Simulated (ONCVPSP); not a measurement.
**u(r) = r·R(r): atom against pseudo-atom (scandium (Sc))**

Columns: radius, all-electron u(r) and pseudo u(r) of the 3s shell (level -55.70 eV) of scandium in the configuration [Ne] 3s2 3p6 3d1 4s1.5 4p0.5; PBE, scalar-relativistic, ONCV scheme, ONCVPSP 4.0.1.

| r (bohr) | all-electron | pseudo |
| --- | --- | --- |
| 0.140 | -0.2953 | 0.1895 |
| 0.280 | -0.5085 | 0.3829 |
| 0.420 | -0.0165 | 0.5762 |
| 0.560 | 0.5276 | 0.7545 |
| 0.700 | 0.8891 | 0.8958 |
| 0.840 | 1.0523 | 0.9801 |
| 0.980 | 1.0683 | 0.9975 |
| 1.120 | 0.9958 | 0.9525 |
| 1.260 | 0.8800 | 0.8611 |
| 1.400 | 0.7505 | 0.7449 |
| 1.540 | 0.6242 | 0.6233 |
| 1.680 | 0.5098 | 0.5097 |
| 1.820 | 0.4108 | 0.4107 |
| 1.960 | 0.3276 | 0.3276 |
| 2.100 | 0.2592 | 0.2591 |
| 2.240 | 0.2037 | 0.2037 |
| 2.380 | 0.1593 | 0.1593 |
| 2.520 | 0.1241 | 0.1241 |
| 2.660 | 0.0964 | 0.0964 |
| 2.800 | 0.0747 | 0.0747 |
| 2.940 | 0.0577 | 0.0577 |
| 3.080 | 0.0446 | 0.0445 |
| 3.220 | 0.0343 | 0.0343 |
| 3.360 | 0.0264 | 0.0264 |
| 3.500 | 0.0203 | 0.0203 |
| 3.640 | 0.0155 | 0.0155 |

Problem. How many radial nodes do the two functions have?

Solution. The all-electron 3s function has n − l − 1 = 2 (the table is too coarse to show those close to the nucleus); the pseudo-wave has 0, since the states of the same l below it are removed with the core.

Problem. At about which radius was the pseudo-wave matched?

Solution. 1.75 bohr, where the columns begin to agree (steps of 0.14 bohr).

Problem. Where does each function peak?

Solution. Outermost all-electron maximum near 0.98 bohr, pseudo maximum near 0.98 bohr (to the table’s step).

Problem. Is the pseudo-wave norm-conserving?

Solution. Yes: the ONCV scheme keeps the norm inside the radius equal to the all-electron one, which fixes the energy derivative of the logarithmic derivative at the level.
